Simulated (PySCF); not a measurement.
Al(Cl)(Me)(Et) (C3H8AlCl), SMILES [Cl][Al]([CH2]C)[CH3]. Atoms are numbered in the order given.

```xyz
13

Al     0.2893     0.4651     0.1577
Cl     0.1076    -1.3807     1.2016
C      1.3645     1.8604     0.9958
H      2.3985     1.5112     1.1622
H      0.9609     2.1218     1.9896
H      1.4103     2.7831     0.3946
C     -0.6337     0.6213    -1.5624
C     -1.4397    -0.5914    -2.0493
H      0.1342     0.9027    -2.3102
H     -1.2820     1.5175    -1.4960
H     -2.2368    -0.8611    -1.3379
H     -0.8035    -1.4843    -2.1591
H     -1.9188    -0.4066    -3.0257
```
Charge 0, spin multiplicity 1.

Geometry optimised at B3LYP-D3(BJ)/def2-SVP. The values are those of a single conformer.

These are TDDFT-PBE0/def2-SVPD (PySCF) values and carry that method's errors.

Vertical excitations. 

```json
[
 {"state": "S1", "energy (eV)": "5.46", "λ (nm)": "227", "f": "0.000", "main pairs": "HOMO→LUMO 99 %"},
 {"state": "S2", "energy (eV)": "6.20", "λ (nm)": "200", "f": "0.112", "main pairs": "HOMO→LUMO+1 98 %"},
 {"state": "S3", "energy (eV)": "6.82", "λ (nm)": "182", "f": "0.005", "main pairs": "HOMO−1→LUMO 98 %"},
 {"state": "S4", "energy (eV)": "7.09", "λ (nm)": "175", "f": "0.004", "main pairs": "HOMO−3→LUMO 98 %"},
 {"state": "S5", "energy (eV)": "7.27", "λ (nm)": "171", "f": "0.019", "main pairs": "HOMO−2→LUMO 60 %, HOMO−1→LUMO+1 28 %"},
 {"state": "S6", "energy (eV)": "7.37", "λ (nm)": "168", "f": "0.013", "main pairs": "HOMO−1→LUMO+1 41 %, HOMO→LUMO+2 39 %, HOMO−3→LUMO+1 7 %"},
 {"state": "S7", "energy (eV)": "7.43", "λ (nm)": "167", "f": "0.101", "main pairs": "HOMO→LUMO+2 44 %, HOMO−2→LUMO 30 %, HOMO−1→LUMO+1 22 %"},
 {"state": "S8", "energy (eV)": "7.58", "λ (nm)": "164", "f": "0.051", "main pairs": "HOMO−2→LUMO+1 95 %"},
 {"state": "S9", "energy (eV)": "7.69", "λ (nm)": "161", "f": "0.071", "main pairs": "HOMO−3→LUMO+1 87 %"},
 {"state": "S10", "energy (eV)": "7.78", "λ (nm)": "159", "f": "0.015", "main pairs": "HOMO→LUMO+3 76 %, HOMO−4→LUMO 13 %"},
 {"state": "T1", "energy (eV)": "5.14", "λ (nm)": "241", "f": "0", "main pairs": "HOMO→LUMO 98 %"},
 {"state": "T2", "energy (eV)": "5.73", "λ (nm)": "217", "f": "0", "main pairs": "HOMO→LUMO+1 93 %"},
 {"state": "T3", "energy (eV)": "6.39", "λ (nm)": "194", "f": "0", "main pairs": "HOMO−1→LUMO 79 %, HOMO−3→LUMO 17 %"},
 {"state": "T4", "energy (eV)": "6.66", "λ (nm)": "186", "f": "0", "main pairs": "HOMO−2→LUMO 97 %"}
]
```
Triplets are in the Tamm–Dancoff approximation, which puts them higher than full response would, so one can lie above its singlet here.
